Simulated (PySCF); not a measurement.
[Sc(F)3], neutral singlet in the gas phase. 

Cartesian coordinates (Å):
```xyz
4

Sc     0.0000     0.0000     0.0001
F     -0.5942    -1.3587     1.0767
F      0.9213    -0.3847    -1.5366
F     -0.3271     1.7434     0.4599
```
Charge 0, multiplicity 1.

All levels are single points at this geometry (PBE-D3(BJ)/def2-SVP); Pople sets use spherical d functions. Orbital energies aren't observables, and empty levels follow the basis.

```tsv
level	HOMO (eV)	LUMO (eV)	gap (eV)	dipole (D)	vertical IE, Delta-SCF (eV)
B3LYP-D3(BJ)/def2-TZVP in PySCF	-10.92	-3.04	7.88	0.00	–
PBE-D3(BJ)/def2-TZVP in PySCF	-9.18	-3.48	5.70	0.00	–
TPSSh-D3(BJ)/def2-TZVP in PySCF	-10.08	-2.93	7.15	0.00	–
B3LYP/3-21G in PySCF	-9.25	-2.26	6.99	0.00	–
B3LYP/6-311+G** (LANL2DZ on Sc) in PySCF	-11.13	-3.54	7.59	0.00	–
B3LYP/6-31G* (LANL2DZ on Sc) in PySCF	-10.50	-3.12	7.39	0.00	13.31
B3LYP/LANL2DZ in PySCF	-10.99	-3.54	7.45	0.00	–
BP86/6-31G* (LANL2DZ on Sc) in PySCF	-8.89	-3.39	5.50	0.00	–
M06-2X/6-31G* (LANL2DZ on Sc) in PySCF	-12.84	-2.08	10.76	0.00	–
PBE/6-31G* (LANL2DZ on Sc) in PySCF	-8.78	-3.49	5.29	0.00	12.56
SVWN5/6-31G* (LANL2DZ on Sc) in PySCF	-9.01	-3.64	5.37	0.00	–
HF/6-31G* (LANL2DZ on Sc) in PySCF	-16.23	0.04	16.27	0.00	13.44
HF/STO-3G in PySCF	-11.39	3.52	14.92	0.00	–
```
